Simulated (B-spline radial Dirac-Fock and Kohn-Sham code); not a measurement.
## Relativistic shifts of the levels of Tc³¹⁺

System: the Tc³¹⁺ ion in the configuration [Ne] 3s2.

Both columns are ΔSCF binding energies of the configuration average from a radial atomic solver: non-relativistic Hartree-Fock with a point nucleus, and Dirac-Fock with a finite nucleus and the Coulomb interaction alone, averaged over the two j levels with weights 2j+1.

```
shell  Hartree-Fock (eV)  Dirac-Fock (eV)  shift (eV)  shift (%)
   1s            22284.0          22843.0     +558.98      +2.51
   2s             4544.3           4688.7     +144.44      +3.18
   2p             4323.0           4369.5      +46.51      +1.08
   3s             1790.8           1832.8      +42.03      +2.35
```

Relativity binds 1s, 2s, 2p, 3s more strongly, among those listed most of all 2s in relative terms.

Values without a named source are computed, but for edge energies of neutral atoms, which are taken from tables.
